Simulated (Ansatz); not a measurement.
Si4O4, relaxed as a singlet with RKS B3LYP-D4/def2-SVP in Ansatz, starting from the GFN1-xTB geometry. Force threshold 0.02 eV/Å.

Another isomer (singlet) lies 3.16 eV lower at PBE0-D4/def2-TZVP; other spin states weren't run for this one.

Start:

```xyz
8

Si    0.546    2.389    0.450
Si   -0.317   -1.446    1.095
Si    0.467   -0.266   -1.081
Si   -1.648    0.279    0.157
O    -1.040    1.706    0.701
O    -0.187   -2.907    1.505
O     1.164    1.180   -0.488
O     1.015   -0.933   -2.340
```

```tsv
step	energy (eV)	largest force component (eV/Å)	SCF passes
1	-39686.7569	0.943	23
2	-39686.8040	1.618	27
3	-39686.8980	1.006	27
4	-39686.9166	0.873	23
5	-39686.9187	0.814	27
6 (rejected)	-39686.9118	0.818	26
7	-39686.9883	0.278	23
8	-39686.9901	0.217	23
9	-39686.9996	0.117	24
10	-39687.0002	0.118	22
11	-39687.0029	0.056	22
12	-39687.0030	0.040	22
13	-39687.0031	0.028	22
14	-39687.0032	0.010	23
```

Force components are those of the run's own axes.

End:

```xyz
8

Si    0.527    2.437    0.468
Si   -0.469   -1.594    1.158
Si    0.477   -0.066   -1.227
Si   -1.597    0.246    0.062
O    -0.935    1.612    0.817
O    -0.224   -3.005    1.687
O     1.187    1.342   -0.633
O     1.034   -0.973   -2.331
```

Bonds lost: Si2–Si3 (atoms count from 1).

No frequencies were taken in this run, so the end may be a saddle point.

Run time 26 s (4 threads of Arm Neoverse V2 on a shared host).
